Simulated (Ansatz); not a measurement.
Q: Name a neutral molecule of Ge, O, Zn and H with LUMO energy (B3LYP/def2-TZVPP) between -0.85 and -0.55 eV and LUMO energy (ωB97M-V/def2-TZVPP) between 0.70 and 1.00 eV (Ansatz, PBE0-D4/def2-TZVP geometry).

A: `[ZnH][O][GeH3]` (-0.77 eV, 0.98 eV). Other molecules can fit too; these were computed, each in one conformer that needn't be the lowest.

B3LYP here is the variant with VWN-RPA as its local correlation; programs differ in this.
